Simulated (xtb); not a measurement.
C5H11Si, doublet, at a GFN2-xTB geometry. Base run: GFN0-xTB (xtb 6.7.1).

Geometry (Å):
```xyz
17

C      2.0679     1.7481    -0.4040
C      0.9474     1.1777    -0.1042
Si    -0.2627    -0.1997     0.0564
C     -0.7092    -0.3749     1.9015
C     -1.8053     0.2556    -0.9672
C      0.4281    -1.8746    -0.5764
H      2.2439     2.8074    -0.2466
H      2.9220     1.2257    -0.8341
H     -1.4320    -1.1700     2.0599
H     -1.1393     0.5424     2.2907
H      0.1679    -0.6048     2.4985
H     -2.2504     1.1814    -0.6170
H     -1.5564     0.3875    -2.0157
H     -2.5645    -0.5187    -0.9047
H      1.3148    -2.1648    -0.0213
H     -0.3037    -2.6705    -0.4720
H      0.7014    -1.8112    -1.6252
```
Charge 0, spin multiplicity 2.
All else is at xtb's defaults.
Base energy -18.37651 Eh.

Variants of this job, named by their change:

```json
[
 {"change": "base", "ΔE vs base (kJ/mol)": "0.00"},
 {"change": "etemp = 1000", "ΔE vs base (kJ/mol)": "0.00"},
 {"change": "file = coord", "ΔE vs base (kJ/mol)": "0.00"},
 {"change": "acc = 0.0001", "ΔE vs base (kJ/mol)": "0.00"},
 {"change": "etemp = 10000", "ΔE vs base (kJ/mol)": "-136.1"}
]
```
